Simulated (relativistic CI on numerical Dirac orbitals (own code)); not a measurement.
Hyperfine structure of Rh7+, mass number 103

Calculated at this level of theory: Dirac-Coulomb-Breit CI, orbitals from a KLI potential per configuration, QED by a radiative potential, unscaled Slater integrals (own radial code, finite nucleus).

CI space (outside the closed core [Ar] 3d10): 4s2 4p6 4d2, 4s2 4p6 4d 5s, 4s2 4p6 4d 4f, 4s2 4p5 4d3, 4s2 4p6 4d 5p, 4s2 4p6 5s2, 4s2 4p6 4f2, 4s 4p6 4d3, 4s2 4p6 5s 5p, 4s2 4p6 4d 5d, 4s2 4p6 4f 5s, 4s2 4p6 5p2, 4s2 4p5 4d2 4f, 4s2 4p6 4d 6s, 4s2 4p6 4f 5p. Double excitations out of closed p, d and f shells are left out; levels of such configurations are missing from the list, as are those of other unlisted configurations, and high levels can miss mixing partners. These lack a partner that the ground configuration has and come out too high: 4s2 4p5 4d2 4f.

Nuclear spin I = 1/2, μ = -0.08829 μN (tables of Stone and Pyykkö). The electronic factors are computed for point nuclear moments, without core polarisation or the Bohr-Weisskopf and QED corrections.

```json
{"Level": "4s2 4p6 4d2 3F_2", "E (cm⁻¹)": "0.0", "A (MHz)": "-274.7"}
{"Level": "4s2 4p6 4d2 3F_3", "E (cm⁻¹)": "3461.4", "A (MHz)": "-170.2"}
{"Level": "4s2 4p6 4d2 3F_4", "E (cm⁻¹)": "7190.0", "A (MHz)": "-132.3"}
{"Level": "4s2 4p6 4d2 1D_2", "E (cm⁻¹)": "16973.5", "A (MHz)": "-160.9"}
{"Level": "4s2 4p6 4d2 3P_1", "E (cm⁻¹)": "18589.3", "A (MHz)": "-4.532"}
{"Level": "4s2 4p6 4d2 3P_2", "E (cm⁻¹)": "22796.4", "A (MHz)": "-120"}
{"Level": "4s2 4p6 4d2 1G_4", "E (cm⁻¹)": "26016.1", "A (MHz)": "-171.8"}
{"Level": "4s2 4p6 4d 5s 3D_1", "E (cm⁻¹)": "262546.0", "A (MHz)": "847.6"}
```

Levels with J = 0, under 50 % of one LS term, or S terms without an open s electron are left out. Small factors come from cancelling terms and can be off by tens of per cent or more.

At this charge configurations can still be misplaced by up to about 7 % of their energy. Terms inside the open d or f shell come out 10 to 20 % too wide with unscaled integrals.

(1) Give the hyperfine levels of 4s2 4p6 4d2 3F_2 relative to its centre of gravity.

## Answers

(1) With K = F(F + 1) − I(I + 1) − J(J + 1), E = AK/2: F = 3/2: 412.1, F = 5/2: -274.7 MHz.

LS names give the leading component of a level, which can be under half, so a name can repeat, a term be missing and a line seem to break the LS rules.
